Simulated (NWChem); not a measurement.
System: C4H2F2O; SMILES C#CC(F)(F)C=O

The following NWChem deck was run.

```
start job
memory heap 200 mb stack 900 mb global 1100 mb
geometry units angstroms noautoz
  C      1.142265    -2.205211    -0.013159
  C      0.420969    -1.236107     0.032185
  C     -0.381073    -0.009656     0.042873
  F     -0.755349     0.314827     1.286929
  F     -1.496796    -0.171448    -0.711034
  C      0.414328     1.156686    -0.579473
  O      0.858151     2.051628     0.070301
  H      1.772565    -3.076609    -0.043422
  H      0.524153     1.070063    -1.688669
end
basis spherical
  C library 6-31g*
  F library 6-31g*
  O library 6-31g*
  H library 6-31g*
end
dft
  xc scan
  grid fine
  iterations 150
  mulliken
end
task dft gradient
```

Output (shortened):

```
             Northwest Computational Chemistry Package (NWChem) 7.3.0
             --------------------------------------------------------

 C1  symmetry detected

                             Geometry "geometry" -> ""
                             -------------------------

 Output coordinates in angstroms (scale by  1.889725989 to convert to a.u.)

  No.       Tag          Charge          X              Y              Z
 ---- ---------------- ---------- -------------- -------------- --------------
    1 C                    6.0000     0.98947834    -2.32845525     0.03281610
    2 C                    6.0000     0.34697373    -1.30449092     0.04590934
    3 C                    6.0000    -0.35474829    -0.01825966     0.01828661
    4 F                    9.0000    -0.72805785     0.35760972     1.24808710
    5 F                    9.0000    -1.46370308    -0.10474754    -0.75768334
    6 C                    6.0000     0.54406074     1.06968936    -0.60528393
    7 O                    8.0000     1.04406724     1.93831655     0.03937613
    8 H                    1.0000     1.54877183    -3.24753979     0.03113817
    9 H                    1.0000     0.66995148     0.95434671    -1.71014973

 Effective nuclear repulsion energy (a.u.)     281.0275059267

                                 NWChem DFT Module
                                 -----------------

 Summary of "ao basis" -> "ao basis" (spherical)
 ------------------------------------------------------------------------------
       Tag                 Description            Shells   Functions and Types
 ---------------- ------------------------------  ------  ---------------------
 C                           6-31g*                  6       14   3s2p1d
 F                           6-31g*                  6       14   3s2p1d
 O                           6-31g*                  6       14   3s2p1d
 H                           6-31g*                  2        2   2s

            General Information
            -------------------
          SCF calculation type: DFT
          Wavefunction type:  closed shell.
          No. of atoms     :     9
          No. of electrons :    52
           Alpha electrons :    26
            Beta electrons :    26
          Charge           :     0
          Spin multiplicity:     1
          Use of symmetry is: off; symmetry adaption is: off
          Maximum number of iterations: 150
          AO basis - number of functions:   102
                     number of shells:    46
          Convergence on energy requested:  1.00D-06
          Convergence on density requested:  1.00D-05
          Convergence on gradient requested:  5.00D-04

              XC Information
              --------------
                         SCAN Method XC Functional
                  SCAN metaGGA Exchange Functional  1.000
                        SCAN Correlation Potential  1.000

             Grid Information
             ----------------
          Grid used for XC integration:  fine
          Radial quadrature: Mura-Knowles
          Angular quadrature: Lebedev.
          Tag              B.-S. Rad. Rad. Pts. Rad. Cut. Ang. Pts.
          ---              ---------- --------- --------- ---------
          C                   0.70       70          11.0       590
          F                   0.50       70          11.0       590
          O                   0.60       70          12.0       590
          H                   0.35       60          11.0       590
          Grid pruning is: on
          Number of quadrature shells:   610
          Spatial weights used:  Erf1

      Superposition of Atomic Density Guess
      -------------------------------------

 Sum of atomic energies:        -425.13649795

      Non-variational initial energy
      ------------------------------

 Total energy =    -427.921551
 1-e energy   =   -1143.764508
 2-e energy   =     434.815451
 HOMO         =      -0.285197
 LUMO         =      -0.032838

     ---------------------------------------------
      Total Density - Mulliken Population Analysis
     ---------------------------------------------

    Atom       Charge   Shell Charges
 -----------   ------   -------------------------------------------------------
    1 C    6     6.43   2.00  0.75  1.87  0.70  1.09  0.03
    2 C    6     5.98   2.00  0.75  1.89  0.50  0.81  0.03
    3 C    6     4.81   2.00  0.64  1.37  0.32  0.38  0.10
    4 F    9     9.50   2.00  0.94  3.41  1.03  2.11  0.01
    5 F    9     9.51   2.00  0.94  3.41  1.03  2.12  0.01
    6 C    6     5.40   2.00  0.71  1.53  0.53  0.55  0.08
    7 O    8     8.79   2.00  0.95  3.09  0.92  1.80  0.02
    8 H    1     0.71   0.42  0.29
    9 H    1     0.87   0.48  0.39

   convergence    iter        energy       DeltaE   RMS-Dens  Diis-err
 ---------------- ----- ----------------- --------- --------- ---------
 d= 0,ls=0.0,diis     1   -428.0303236137 -7.09D+02  2.93D-02  2.06D+00
 d= 0,ls=0.0,diis     2   -427.0355599303  9.95D-01  2.17D-02  1.24D+01
 d= 0,ls=0.0,diis     3   -428.2373622876 -1.20D+00  4.87D-03  2.48D-01
 d= 0,ls=0.0,diis     4   -428.2473411930 -9.98D-03  2.50D-03  1.47D-01
 d= 0,ls=0.0,diis     5   -428.2614495820 -1.41D-02  1.01D-03  2.10D-02
  Resetting Diis
 d= 0,ls=0.0,diis     6   -428.2638177874 -2.37D-03  2.97D-04  2.50D-03
 d= 0,ls=0.0,diis     7   -428.2641072875 -2.90D-04  1.27D-04  5.60D-05
 d= 0,ls=0.0,diis     8   -428.2641023578  4.93D-06  6.90D-05  1.10D-04
 d= 0,ls=0.0,diis     9   -428.2641134165 -1.11D-05  1.22D-05  2.25D-06
 d= 0,ls=0.0,diis    10   -428.2641136180 -2.02D-07  4.03D-06  3.62D-07

         Total DFT energy =     -428.264113618003
      One electron energy =    -1146.020939692611
           Coulomb energy =      488.489704547613
    Exchange-Corr. energy =      -51.760384399704
 Nuclear repulsion energy =      281.027505926698

 Numeric. integr. density =       51.999999645079

                       DFT Final Molecular Orbital Analysis
                       ------------------------------------

 Vector   24  Occ=2.000000D+00  E=-2.937850D-01
              MO Center=  6.0D-01, -1.4D+00,  3.9D-02, r^2= 2.4D+00
   Bfn.  Coefficient  Atom+Function         Bfn.  Coefficient  Atom+Function
  ----- ------------  ---------------      ----- ------------  ---------------
    17      0.334729  2 C  px                 3      0.292305  1 C  px
     4      0.200731  1 C  py                21      0.190969  2 C  px
     7      0.188967  1 C  px                19     -0.166666  2 C  pz
     5     -0.160467  1 C  pz                18      0.158895  2 C  py
    89     -0.148850  7 O  pz                 8      0.105746  1 C  py

 Vector   25  Occ=2.000000D+00  E=-2.891235D-01
              MO Center=  5.6D-01, -1.7D+00,  4.8D-02, r^2= 1.7D+00
   Bfn.  Coefficient  Atom+Function         Bfn.  Coefficient  Atom+Function
  ----- ------------  ---------------      ----- ------------  ---------------
    19      0.376558  2 C  pz                 5      0.374453  1 C  pz
     9      0.235317  1 C  pz                23      0.200477  2 C  pz
    17      0.144970  2 C  px                 3      0.142436  1 C  px
    60     -0.105774  5 F  py                45     -0.100427  4 F  px
    46      0.093075  4 F  py                 7      0.090722  1 C  px

 Vector   26  Occ=2.000000D+00  E=-2.447990D-01
              MO Center=  6.9D-01,  1.2D+00, -2.2D-01, r^2= 2.7D+00
   Bfn.  Coefficient  Atom+Function         Bfn.  Coefficient  Atom+Function
  ----- ------------  ---------------      ----- ------------  ---------------
    89      0.430812  7 O  pz                34     -0.307623  3 C  s
    93      0.307712  7 O  pz               102      0.255706  9 H  s
    87     -0.239877  7 O  px                88     -0.203206  7 O  py
    32     -0.199938  3 C  py                91     -0.173952  7 O  px
   101      0.165596  9 H  s                 92     -0.150582  7 O  py

 Vector   27  Occ=0.000000D+00  E=-9.206963D-02
              MO Center=  5.9D-01,  7.6D-01, -3.1D-01, r^2= 3.0D+00
   Bfn.  Coefficient  Atom+Function         Bfn.  Coefficient  Atom+Function
  ----- ------------  ---------------      ----- ------------  ---------------
    73      0.386103  6 C  px                77      0.364489  6 C  px
    87     -0.342826  7 O  px                91     -0.330686  7 O  px
    78     -0.255847  6 C  py                74     -0.237760  6 C  py
    88      0.223331  7 O  py                92      0.214050  7 O  py
     7     -0.201188  1 C  px                 3     -0.177546  1 C  px

 Vector   28  Occ=0.000000D+00  E=-2.819939D-02
              MO Center=  4.7D-01, -1.4D+00,  4.1D-02, r^2= 2.7D+00
   Bfn.  Coefficient  Atom+Function         Bfn.  Coefficient  Atom+Function
  ----- ------------  ---------------      ----- ------------  ---------------
     9      0.528671  1 C  pz                23     -0.434615  2 C  pz
     5      0.401025  1 C  pz                19     -0.352447  2 C  pz
    37     -0.242031  3 C  pz                33     -0.210852  3 C  pz
    48      0.189220  4 F  s                 62     -0.156449  5 F  s
    59     -0.152905  5 F  px                90      0.149643  7 O  s

 Vector   29  Occ=0.000000D+00  E= 2.454039D-03
              MO Center=  5.9D-01, -1.1D+00, -6.4D-02, r^2= 3.3D+00
   Bfn.  Coefficient  Atom+Function         Bfn.  Coefficient  Atom+Function
  ----- ------------  ---------------      ----- ------------  ---------------
     7      0.468205  1 C  px                21     -0.402082  2 C  px
    17     -0.333192  2 C  px                76      0.324577  6 C  s
    22     -0.312761  2 C  py                 3      0.306203  1 C  px
     8      0.259221  1 C  py                78     -0.257700  6 C  py
    74     -0.247109  6 C  py                18     -0.224087  2 C  py

     ---------------------------------------------
      Total Density - Mulliken Population Analysis
     ---------------------------------------------

    Atom       Charge   Shell Charges
 -----------   ------   -------------------------------------------------------
    1 C    6     6.47   2.00  0.69  1.96  0.69  1.10  0.02
    2 C    6     5.79   2.00  0.69  2.01  0.44  0.62  0.03
    3 C    6     5.37   2.00  0.70  1.90  0.26  0.39  0.13
    4 F    9     9.30   2.00  0.94  3.30  1.06  1.98  0.02
    5 F    9     9.32   2.00  0.94  3.30  1.06  2.01  0.02
    6 C    6     5.84   2.00  0.71  1.94  0.48  0.61  0.09
    7 O    8     8.33   2.00  0.93  2.85  0.95  1.57  0.03
    8 H    1     0.74   0.50  0.24
    9 H    1     0.85   0.52  0.32

     -------------------------------------------
      Total Density - Lowdin Population Analysis
     -------------------------------------------

    Atom       Charge   Shell Charges
 -----------   ------   -------------------------------------------------------
    1 C    6     6.13   1.99  0.56  1.77  0.47  1.29  0.05
    2 C    6     6.06   1.99  0.55  1.81  0.41  1.24  0.06
    3 C    6     5.84   1.98  0.51  1.68  0.36  1.00  0.30
    4 F    9     9.08   1.99  0.93  3.18  0.81  2.13  0.04
    5 F    9     9.10   1.99  0.94  3.18  0.82  2.14  0.04
    6 C    6     5.96   1.98  0.56  1.75  0.42  1.05  0.20
    7 O    8     8.13   1.99  0.86  2.70  0.70  1.81  0.06
    8 H    1     0.81   0.46  0.35
    9 H    1     0.89   0.50  0.39

     Multipole analysis of the density
     ---------------------------------

     L   x y z        total         alpha         beta         nuclear
     -   - - -        -----         -----         ----         -------
     0   0 0 0     -0.000000    -26.000000    -26.000000     52.000000

     1   1 0 0      0.361525      0.180763      0.180763     -0.000000
     1   0 1 0     -0.956351     -0.478175     -0.478175     -0.000000
     1   0 0 1     -0.561662     -0.280831     -0.280831     -0.000000

     2   2 0 0    -28.001519    -93.900528    -93.900528    159.799537
     2   1 1 0     -4.477014      1.640741      1.640741     -7.758496
     2   1 0 1     -0.736743      0.863459      0.863459     -2.463662
     2   0 2 0    -25.453903   -177.659032   -177.659032    329.864162
     2   0 1 1     -1.397095      1.258328      1.258328     -3.913751
     2   0 0 2    -27.673977    -57.303198    -57.303198     86.932419

            General Information
            -------------------
          SCF calculation type: DFT
          Wavefunction type:  closed shell.
          No. of atoms     :     9
          No. of electrons :    52
           Alpha electrons :    26
            Beta electrons :    26
          Charge           :     0
          Spin multiplicity:     1
          Use of symmetry is: off; symmetry adaption is: off
          Maximum number of iterations: 150
          AO basis - number of functions:   102
                     number of shells:    46
          Convergence on energy requested:  1.00D-06
          Convergence on density requested:  1.00D-05
          Convergence on gradient requested:  5.00D-04

              XC Information
              --------------
                         SCAN Method XC Functional
                  SCAN metaGGA Exchange Functional  1.000
                        SCAN Correlation Potential  1.000

             Grid Information
             ----------------
          Grid used for XC integration:  fine
          Radial quadrature: Mura-Knowles
          Angular quadrature: Lebedev.
          Tag              B.-S. Rad. Rad. Pts. Rad. Cut. Ang. Pts.
          ---              ---------- --------- --------- ---------
          C                   0.70       70          11.0       590
          F                   0.50       70          11.0       590
          O                   0.60       70          12.0       590
          H                   0.35       60          11.0       590
          Grid pruning is: on
          Number of quadrature shells:   610
          Spatial weights used:  Erf1

          Convergence Information
          -----------------------
          Convergence aids based upon iterative change in
          total energy or number of iterations.
          Levelshifting, if invoked, occurs when the
          HOMO/LUMO gap drops below (HL_TOL):  1.00D-02
          DIIS, if invoked, will attempt to extrapolate
          using up to (NFOCK): 10 stored Fock matrices.

                    Damping( 0%)  Levelshifting(0.5)       DIIS
                  --------------- ------------------- ---------------
          dE  on:    start            ASAP                start
          dE off:    2 iters        150 iters           150 iters

                            NWChem DFT Gradient Module
                            --------------------------

  charge          =   0.00
  wavefunction    = closed shell

                         DFT ENERGY GRADIENTS

    atom               coordinates                        gradient
                 x          y          z           x          y          z
   1 C       1.869843  -4.400142   0.062013   -0.004320   0.005312   0.000567
   2 C       0.655685  -2.465130   0.086756    0.003467  -0.004127  -0.000430
   3 C      -0.670377  -0.034506   0.034557   -0.012776   0.006342   0.002629
   4 F      -1.375830   0.675784   2.358543    0.002087  -0.003202  -0.009785
   5 F      -2.765998  -0.197944  -1.431814    0.008497   0.000663   0.007004
   6 C       1.028126   2.021420  -1.143821    0.006613   0.012618   0.013094
   7 O       1.973001   3.662887   0.074410   -0.007136  -0.012678  -0.009618
   8 H       2.926754  -6.136960   0.058843    0.003139  -0.004844  -0.000115
   9 H       1.266025   1.803454  -3.231714    0.000430  -0.000083  -0.003347
```

Level: SCAN/6-31G* (spherical d). All runs use the structure optimised with PBE0/def2-SVP.
